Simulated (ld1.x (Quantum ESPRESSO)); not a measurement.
## S (Z = 16): one change to a TM potential, before and after

S (Z = 16), norm-conserving Troullier–Martins (Kleinman–Bylander form), made with ld1.x (Quantum ESPRESSO) 7.5 (LDA (PZ), scalar-relativistic). Core [Ne], reference 3s1.75 3p4.25. Waves: 3s (bound): rc 1.30 bohr; 3p (bound): rc 1.25 bohr. Local part: all-electron potential smoothed inside 1.05 bohr (lloc = -2). Core correction: Bessel-smoothed model core inside 1.10 bohr.

Change: core correction Bessel-smoothed model core inside 0.94 bohr.

Cutoffs: the cutoffs (Ry, on a coarse ladder) from which the occupation-weighted sum of valence levels, in a spherical-Bessel basis at the reference potential, stays within 10 and 1 mRy of its value at 400 Ry; they do not see the model core or the augmentation charge, which bear on the density cutoff. Errors are all-electron minus pseudo energies relative to the spin-unpolarised reference configuration.

**Question.** How do hardness, ghosts and transferability respond?

**Answer.** The potential gets neither clearly harder nor softer (55 Ry and 110 Ry → 55 Ry and 110 Ry); of the 9 tests that both files solve, the error grows in 0 and shrinks in 2 by more than 15 % and 0.3 meV (median size 7.8 → 5.4 meV); neither file shows a bound ghost. A model core, the more so a compact one, raises the density cutoff, which this test does not measure.

```tsv
quantity	base	changed
cutoff, loose	55 Ry	55 Ry
cutoff, tight	110 Ry	110 Ry
bound ghosts	none	none
error for 3s2 3p4, meV [ΔE -2.55 eV]	+0.2	+0.2
error for 3s2 3p3, meV [ΔE 9.32 eV]	+3.9	+3.9
error for 3s2 3p2, meV [ΔE 31.69 eV]	+29	+29
error for 3s1 3p5, meV [ΔE 7.69 eV]	+0.7	+0.7
error for 3s2 3p0, meV [ΔE 112.83 eV]	+227	+222
error for 3s1 3p4, meV [ΔE 20.11 eV]	+8.2	+8.1
error for 3s0 3p6, meV [ΔE 18.06 eV]	+4.8	+4.7
error for 3s1.75 3p4.25 (spin-polarised), meV [ΔE -0.74 eV]	+9.3	+6.5
error for 3s2 3p4 (spin-polarised), meV [ΔE -3.25 eV]	+7.8	+5.4
s: phases at 1.40 bohr within 0.05 rad from the reference energy up to (Ry; the scan ends near 5)	1.8	1.8
p: phases at 1.40 bohr within 0.05 rad from the reference energy up to (Ry; the scan ends near 5)	4.1	4.1
```
